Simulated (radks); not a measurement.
Task: These are the eigenvalues of the occupied orbitals of an atom or ion with whole-number occupations (eV). Calculated with a radial shooting solver on a logarithmic mesh with Libxc functionals: Dirac Kohn-Sham, PBE, spin-unpolarised, spherical densities, point nucleus.

1s1/2: -76020.83
2s1/2: -13288.00
2p1/2: -12727.13
2p3/2: -11099.32
3s1/2: -3107.430
3p1/2: -2856.552
3p3/2: -2500.121
3d3/2: -2082.001
3d5/2: -2004.993
4s1/2: -662.6462
4p1/2: -556.8463
4p3/2: -472.5518
4d3/2: -299.3388
4d5/2: -283.6950
5s1/2: -97.4865
5p1/2: -64.3107
4f5/2: -63.4456
4f7/2: -60.3270
5p3/2: -50.7465
5d3/2: -7.7542
5d5/2: -6.5393
6s1/2: -6.2955

Which element is it, and in what charge state? The configuration may be excited. Open shells, if any, fill j = l - 1/2 first.

Result: Z = 77, iridium, charge 0: Ir in [Xe] 4f14 5d7 6s2. The list shows which subshells hold electrons but not how many an open one holds; the 1s level, -2793.7 hartree, gives Z - s = 74.7 by -(Z - s)^2/2, which with screening and relativity narrows Z to a few neighbours, and the depths of the outer levels then fix element, charge and occupations together.
